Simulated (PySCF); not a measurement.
# Structure from 2D NMR

Compound of formula C6H10N2OSi. Correlations simulated from computed shifts and the bond graph:

HSQC (one-bond C–H):
| δH | δC |
| --- | --- |
| 7.72 | 134.0 |
| 4.14 | 39.7 |
| 2.48 | 29.0 |

HMBC (two and three bonds, from the bond graph):
| δH | δC |
| --- | --- |
| 7.72 | 196.7, 155.1, 137.4, 39.7 |
| 4.55 | 155.1, 137.4 |
| 4.14 | 134.0 |
| 2.48 | 196.7, 137.4 |

Carbons without hydrogens: δ 196.7, 155.1, 137.4.

Computed data (PySCF 2.14): GFN2-xTB structure, NMR shieldings at PBE0/pcSseg-1/GIAO. Fast rotation and ring inversion assumed for equivalent nuclei, single conformer, isolated molecule, non-relativistic Hamiltonian.

References, each an isolated molecule treated in the same way: 1H, 13C vs TMS.

Exchangeable hydrogens are left out of these lists.

Which molecule is this?

## Answers

`CC(=O)c1cn(C)nc1[SiH3]`.

Structure with atom numbers: `[CH3:1][C:2](=[O:3])[c:4]1[cH:5][n:6]([CH3:7])[n:8][c:9]1[SiH3:10]`. Each H is labelled by its parent atom.

δC 196.7 is C2, a ketone carbonyl carbon. δC 155.1 is C9, a substituted aromatic carbon next to a ring nitrogen. δC 137.4 is C4, a substituted aromatic carbon. δC 134.0 is C5, an aromatic CH next to a ring nitrogen (δH 7.72). δC 39.7 is C7, a methyl carbon bonded to N (δH 4.14). δC 29.0 is C1, a methyl carbon α to a carbonyl (δH 2.48). HMBC from δH 7.72 reaches the proton-free carbons C2, C9, C4. HMBC from δH 4.55 reaches the proton-free carbons C9, C4. HMBC from δH 2.48 reaches the proton-free carbons C2, C4.

This is the structure that produced the data.

Shifts are as computed. Against solution values, carbons near 30 ppm lie about +3 ppm off and those near 130 ppm about +5 ppm. Of 1211 compounds with measured shifts, 218 miss one by over three times the rms of a fit or turn the order of signals round; such compounds aren't used in these exercises.
